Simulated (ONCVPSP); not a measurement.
## Reading a pseudo-wave (Si (Z = 14))

Columns: radius, all-electron u(r) and pseudo u(r) of the 3p shell (level -4.08 eV) of silicon in the configuration [Ne] 3s2 3p2; PBE, scalar-relativistic, ONCV scheme, ONCVPSP 4.0.1.

```tsv
r (bohr)	all-electron	pseudo
0.078	-0.0712	0.0021
0.155	-0.1707	0.0086
0.232	-0.2358	0.0198
0.310	-0.2587	0.0359
0.388	-0.2453	0.0564
0.465	-0.2067	0.0801
0.542	-0.1519	0.1064
0.620	-0.0869	0.1356
0.698	-0.0174	0.1674
0.775	0.0520	0.2014
0.852	0.1198	0.2374
0.930	0.1852	0.2747
1.008	0.2464	0.3114
1.085	0.3020	0.3460
1.162	0.3527	0.3793
1.240	0.3991	0.4125
1.318	0.4406	0.4457
1.395	0.4769	0.4781
1.472	0.5086	0.5087
1.550	0.5363	0.5363
1.628	0.5596	0.5596
1.705	0.5787	0.5786
1.782	0.5939	0.5939
1.860	0.6059	0.6058
1.938	0.6146	0.6145
2.015	0.6202	0.6202
```

Task: How many radial nodes do the two functions have?

Result: The all-electron 3p function has n − l − 1 = 1; the pseudo-wave has 0, since the states of the same l below it are removed with the core.

Task: At about which radius was the pseudo-wave matched?

Result: 1.55 bohr. The columns agree to 0.0005 from 1.47 bohr on; several derivatives are matched, so the curves merge somewhat inside the radius.

Task: Is the pseudo-wave norm-conserving?

Result: Yes: the ONCV scheme keeps the norm inside the radius equal to the all-electron one, which fixes the energy derivative of the logarithmic derivative at the level.
